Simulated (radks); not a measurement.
Question: The mean radii <r> (bohr) of the occupied orbitals of an atom or ion are listed with their occupations. Calculated with a radial shooting solver on a logarithmic mesh with Libxc functionals: Dirac Kohn-Sham, PBE, spin-unpolarised, spherical densities, point nucleus.

orbital  occ.      <r>
1s1/2       2  0.03111
2s1/2       2   0.1345
2p1/2       2   0.1141
2p3/2       4   0.1192
3s1/2       2   0.3683
3p1/2       2   0.3600
3p3/2       4   0.3709
3d3/2       4   0.3437
3d5/2       6   0.3472
4s1/2       2   0.9127
4p1/2       2   0.9803
4p3/2       4    1.012
4d3/2       4    1.374
4d5/2       6    1.396

Name the element and its charge. Open shells, if any, fill j = l - 1/2 first.

Answer: Z = 47, silver, charge +1: Ag+ in [Kr] 4d10. The 1s radius gives Z: for a bare nucleus <r> = (2 gamma + 1)/(2Z) with gamma = sqrt(1 - (Z/c)^2), 0.03062 bohr for Z = 47, and screening makes it slightly larger (0.03111 here). The occupations add up to 46, and the charge is Z minus that.
